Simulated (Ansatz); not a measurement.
`BC(C)(F)[SiH3]` + `[OH][GaH2]` → `B[O][GaH2]` + `CC(F)[SiH3]` at 500 K and 1 bar (ligand exchange at a B–C bond).

Gas-phase electronic energies from Ansatz, PBE0-D4/def2-TZVP geometries. CBS: MP2 limit from def2 TZ/QZ plus the TZ coupled-cluster correction, frozen cores. For Ga outer-core shells are correlated without core-valence functions, which leaves a few kJ/mol of doubt a bond. Scalar relativity is left out up to krypton.

```csv
species,CCSD(T)/CBS energy (Eh),H − E (kJ/mol),S (J/(mol·K))
`BC(C)(F)[SiH3]`,-494.54641,295.9,423.1
`[OH][GaH2]`,-2000.92981,96.0,296.8
`B[O][GaH2]`,-2026.35181,135.2,360.8
`CC(F)[SiH3]`,-469.17172,258.2,377.8
```

H − E and S are ideal-gas, rigid-rotor, harmonic terms from PBE0-D4/def2-TZVP, for one conformer and one mirror image of each species. 1 Eh = 2625.50 kJ/mol, R = 8.31446 J/(mol·K).

Question: By hand: ΔE, ΔH, ΔS and ΔG.

Answer: ΔE = (-2026.35181) + (-469.17172) − (-494.54641) − (-2000.92981) = -0.04731 Eh = -124.2 kJ/mol. Δ(H − E) = 135.2 + 258.2 − 295.9 − 96.0 = 1.5, so ΔH = -122.7 kJ/mol. ΔS = 360.8 + 377.8 − 423.1 − 296.8 = 18.7 J/(mol·K). ΔG = -122.7 − 500 × (18.7)/1000 = -132.1 kJ/mol.

Question: By hand: the equilibrium constant, and the temperature at which ΔG would vanish if ΔH and ΔS stayed fixed.

Answer: log₁₀ K = −ΔG/(RT ln 10) = 13.8. ΔH and −TΔS have one sign here, so there is no such temperature.

ΔH outweighs TΔS. A doubt of 5 kJ/mol in ΔE shifts log₁₀ K by 0.5 here. Other conformers and mirror images would add mixing entropy, several J/(mol·K) or more a flexible species. These are equilibria of isolated gas molecules and say nothing of rates. Largest T1 diagnostic: 0.016 (customary marks: 0.02 for closed shells, 0.045 for open ones).
